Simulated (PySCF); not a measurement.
Job file and geometry (Å, from GFN2-xTB) of an NMR shielding run on SMILES CCB(SC)C1CCC1, C$_{7}$H$_{15}$BS, GIAO PBE0/pcSseg-1 NMR shielding, non-relativistic, gas phase (PySCF); density fitting, a coarse starting grid and PySCF grid level 2 are the driver's defaults:

```
$ OMP_NUM_THREADS=1 python probes_run.py task.json out

{"job": {"kind": "nmr", "xc": "PBE0", "basis": "pcSseg-1"}, "charge": 0, "multiplicity": 1}
C     -2.777620    -1.655604    -0.559331
C     -1.260999    -1.523198    -0.407772
B     -0.728077    -0.119675     0.107566
S     -1.925118     1.164089     0.384935
C     -0.967309     2.606373     0.967260
C      0.820399     0.134776     0.332055
C      1.575124     0.926907    -0.774008
C      2.721733    -0.088014    -0.703167
C      1.837701    -1.014845     0.141214
H     -3.157176    -0.916227    -1.261108
H     -3.271304    -1.491677     0.395761
H     -3.046851    -2.646323    -0.921292
H     -0.798482    -1.743482    -1.376262
H     -0.908516    -2.312969     0.264206
H     -0.453163     2.356540     1.889700
H     -0.259774     2.909287     0.203787
H     -1.683195     3.401489     1.147461
H      1.009000     0.616043     1.296909
H      1.054107     0.908527    -1.730243
H      1.836750     1.956471    -0.534823
H      3.582997     0.290036    -0.154550
H      3.062287    -0.489359    -1.656036
H      2.287375    -1.401409     1.053769
H      1.438375    -1.847993    -0.431547
```

Question: What does the program print?

Answer: 
```
coarse grid: 19616 points
cycle   1  E = -698.1355556450  dE =  8.807e-01  |g| = 4.767e-01  |ddm| = 4.301e+00
cycle   2  E = -698.1226288083  dE =  1.293e-02  |g| = 5.421e-01  |ddm| = 1.004e+00
cycle   3  E = -698.1998419808  dE = -7.721e-02  |g| = 6.021e-02  |ddm| = 5.655e-01
cycle   4  E = -698.2005929523  dE = -7.510e-04  |g| = 2.767e-02  |ddm| = 9.727e-02
cycle   5  E = -698.2007869795  dE = -1.940e-04  |g| = 6.296e-03  |ddm| = 3.444e-02
cycle   6  E = -698.2007967597  dE = -9.780e-06  |g| = 2.011e-03  |ddm| = 8.306e-03
final grid: 181992 points
cycle   7  E = -698.2565305949  dE = -6.326e-05  |g| = 1.273e-02  |ddm| = 4.457e-02
cycle   8  E = -698.2565073938  dE =  2.320e-05  |g| = 1.595e-02  |ddm| = 2.455e-02
cycle   9  E = -698.2565715970  dE = -6.420e-05  |g| = 8.845e-04  |ddm| = 1.464e-02
cycle  10  E = -698.2565717779  dE = -1.809e-07  |g| = 3.151e-04  |ddm| = 1.333e-03
cycle  11  E = -698.2565718028  dE = -2.489e-08  |g| = 5.686e-05  |ddm| = 3.329e-04
cycle  12  E = -698.2565718035  dE = -6.951e-10  |g| = 2.556e-05  |ddm| = 8.734e-05
converged SCF energy = -698.2565718035

GIAO shielding tensors (ppm)
atom      isotropic    diamagn.    paramagn.     s11        s22        s33       span
  0 C      175.617     244.697     -69.080    169.216    171.890    185.745     16.529
  1 C      165.609     252.936     -87.327    147.980    169.356    179.491     31.511
  2 B       24.777     190.851    -166.074    -20.336    -14.567    109.234    129.570
  3 S      460.601    1060.609    -600.008    266.251    552.149    563.402    297.152
  4 C      170.723     252.770     -82.047    160.880    163.036    188.254     27.374
  5 C      156.754     251.691     -94.937    136.592    162.888    170.782     34.190
  6 C      161.624     250.102     -88.478    142.964    159.908    182.000     39.036
  7 C      166.343     254.137     -87.794    153.412    165.487    180.130     26.718
  8 C      162.469     249.096     -86.627    146.835    161.360    179.213     32.377
  9 H       30.514      29.517       0.998     25.851     30.106     35.586      9.735
 10 H       30.580      29.241       1.339     25.874     29.835     36.030     10.156
 11 H       30.528      26.985       3.543     24.988     28.342     38.253     13.266
 12 H       30.205      33.305      -3.100     24.679     30.823     35.114     10.435
 13 H       30.399      32.932      -2.533     24.544     31.479     35.174     10.630
 14 H       29.407      32.222      -2.815     24.867     27.640     35.714     10.847
 15 H       29.588      32.692      -3.105     24.085     29.355     35.323     11.238
 16 H       29.660      29.287       0.373     23.923     27.291     37.766     13.843
 17 H       29.014      35.258      -6.244     25.046     29.638     32.357      7.311
 18 H       29.924      32.675      -2.751     26.933     29.502     33.336      6.403
 19 H       29.470      31.913      -2.443     24.957     28.782     34.672      9.715
 20 H       29.494      30.779      -1.285     26.308     27.193     34.981      8.673
 21 H       29.801      30.269      -0.468     25.952     26.783     36.669     10.718
 22 H       29.721      31.323      -1.602     25.964     27.063     36.137     10.174
 23 H       29.317      32.893      -3.576     25.270     29.652     33.028      7.757
```

Size and cost of the density-fitted run: 235 basis functions, 92 s wall time on 1 thread of an Arm Neoverse N1, shared host; peak memory 1.1 GiB.
